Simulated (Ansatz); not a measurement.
One change: `BrCC(Br)Br` becomes `CC(Br)Br`.

Ansatz, PBE0-D4/def2-TZVP geometries, multiplicity 1. Each molecule was computed in one conformer, which needn't be the lowest.

Scalar relativity is left out up to krypton. Spin–orbit coupling is left out; it splits and shifts lone-pair levels of the heavy atoms by tenths of an eV.

```
                                                                                  property  `BrCC(Br)Br`
                                        size of the dipole moment (ωB97M-V/def2-TZVPP) / D          1.10
                                                        HOMO energy (PBE0/def2-TZVPP) / eV         -8.08
ideal-gas entropy at 298 K and 1 bar (rigid rotor, harmonic PBE0-D4/def2-TZVP) / J/(mol·K)           368
                                          size of the dipole moment (B3LYP/def2-TZVPP) / D          1.10
                                                       LUMO energy (B3LYP/def2-TZVPP) / eV         -1.42
                                                       HOMO–LUMO gap (PBE/def2-TZVPP) / eV          4.65
```

Q: Give the same properties after the change, and the shifts. (Estimate.)

A: The calculation gave: 
| property | `CC(Br)Br` | shift |
| --- | --- | --- |
| size of the dipole moment (ωB97M-V/def2-TZVPP) / D | 1.96 | 0.86 |
| HOMO energy (PBE0/def2-TZVPP) / eV | -7.95 | 0.13 |
| ideal-gas entropy at 298 K and 1 bar (rigid rotor, harmonic PBE0-D4/def2-TZVP) / J/(mol·K) | 326 | -42 |
| size of the dipole moment (B3LYP/def2-TZVPP) / D | 1.97 | 0.87 |
| LUMO energy (B3LYP/def2-TZVPP) / eV | -1.12 | 0.30 |
| HOMO–LUMO gap (PBE/def2-TZVPP) / eV | 4.83 | 0.18 |

With PBE0 the HOMO rises by 0.13 eV and the LUMO rises by 0.32 eV, so the gap widens by about 0.19 eV. PBE moves the HOMO by 0.12 eV and ωB97M-V by 0.13 eV. Dipoles are sizes alone; their direction can turn.

Positive LUMOs are unbound, so they and the gaps depend on the basis.

B3LYP here is the variant with VWN-RPA as its local correlation; programs differ in this.
